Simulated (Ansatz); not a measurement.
Coupled-cluster diagnostics for InSi₆⁻, Ansatz.

Geometry of the singlet (PBE0-D4/def2-SVPD):

```xyz
7

In    0.014   -0.207   -2.210
Si   -1.723    2.450    1.110
Si    0.788   -0.875    2.435
Si   -1.187    1.554   -0.845
Si    1.485   -2.184   -1.814
Si    0.960   -1.292    0.220
Si   -0.338    0.555    1.104
```

In the def2 sets In takes a core potential; there is no spin–orbit coupling. Correlated methods freeze 34 core orbitals; core or outer-core shells of In are correlated, in sets that lack core-valence functions. Another isomer (singlet) lies 1.29 eV lower at PBE0-D4/def2-TZVPD; other spin states weren't run for this one.

**Question.** Estimate the CCSD(T) correlation energy, the shares of MP2 and (T), T1 and the reference's ⟨S²⟩ for: charge -1, singlet, own geometry in def2-SVPD; and the rough time on 4 threads of Arm Neoverse V2 on a shared host.

**Answer.** 
```tsv
state	basis	correlation (eV)	MP2 share (%)	(T) share (%)	T1	⟨S²⟩ (pure)	wall time	remarks
charge -1, singlet, own geometry	def2-SVPD	-21.478	90.4	8.6	0.024	0.00 (0.00)	54 s	large T1 (0.024), restricted SCF unstable
```
Customary marks for T1 are 0.02 (closed shells), 0.045 (open shells) and about 0.05 (3d metals). T1 exceeds 0.02 in 1 of 1 rows and 0.045 in 0; the higher it lies, the less the single-reference result can be trusted.
